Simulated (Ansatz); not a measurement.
Ideal-gas functions of CH$_{5}$ClGeO (`[OH][GeH2][CH2]Cl`) at 600 K and 1 bar, from an Ansatz frequency run at PBE0-D4/def2-TZVP.

Molar mass 141.11 g/mol, point group C1 (symmetry number 1), electronic degeneracy 1, moments of inertia 70.944, 264.137, 309.766 u Å². Harmonic wavenumbers (cm⁻¹, unscaled): 69, 142, 219, 271, 469, 596, 655, 705, 727, 762, 813, 864, 960, 1123, 1187, 1430, 2148, 2176, 3099, 3168, 3877.

Use S(trans) = R[1.5 ln M + 2.5 ln T − 1.1517]; rotational temperatures θ = 24.2544 K / I; S(rot) = R[ln(√π/σ · √(T³/θAθBθC)) + 1.5]; for each mode x = 1.438777 ν̃/T, S = R[x/(eˣ − 1) − ln(1 − e⁻ˣ)] and H = RT x/(eˣ − 1); 1 cm⁻¹ = 0.0119627 kJ/mol; R = 8.31446 J/(mol·K).

By hand: the entropy, in J/(mol·K).

Translation 185.1. Rotation: θ = 0.3419, 0.0918, 0.0783 K, giving 122.0. Vibration, mode by mode: 23.28, 17.31, 13.76, 12.04, 7.76, 6.02, 5.37, 4.87, 4.67, 4.37, 3.97, 3.60, 3.00, 2.21, 1.96, 1.23, 0.30, 0.28, 0.04, 0.04, 0.01, in all 116.1. Electronic 0.0. Sum 423.2 J/(mol·K).

By hand: H − E and G − E in kJ/mol, counted from the electronic energy.

Zero-point energy ½ × 25460 × 0.0119627 = 152.3; thermal vibration 35.7; translation, rotation and pV give 4 RT = 20.0. H − E = 208.0 kJ/mol, and G − E = 208.0 − 600 × 423.2/1000 = -45.9 kJ/mol.

Vibration gives 27 % of the entropy, 40.6 J/(mol·K) of it from the modes under 150 cm⁻¹: soft modes count most, and the harmonic formula is weakest for them. The sum counts one conformer and one mirror image; others add a mixing term.
